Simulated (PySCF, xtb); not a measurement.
B(Me)2(NHMe) (C₃H₁₀BN), SMILES CB(NC)C.

Geometry: B3LYP-D3(BJ)/def2-SVP. One conformer was computed; it need not be the lowest.

Method: IEF-PCM-M06-2X/def2-SVP run with PySCF 2.14.0.

The values are the electrostatic part of the solvation free energy, E(continuum) − E(gas) at the gas-phase geometry, in a cavity of scaled van der Waals radii (PySCF's table); cavitation and dispersion terms are not included. In vacuum the orbital gap is 10.85 eV. The dipole moment in vacuum is 1.47 D.

Computed values in water (ε = 78.36), tetrahydrofuran (ε = 7.43), chloroform (ε = 4.71):
```csv
solvent,ε,ΔG(elec) (kcal/mol),dipole (D),gap (eV)
water,78.36,-1.9,1.86,10.73
tetrahydrofuran,7.43,-1.5,1.79,10.76
chloroform,4.71,-1.3,1.74,10.77
```

For comparison, GFN2-xTB/ALPB(water) (xtb, at the GFN2-xTB geometry, all terms of that model) gives -1.4 kcal/mol.
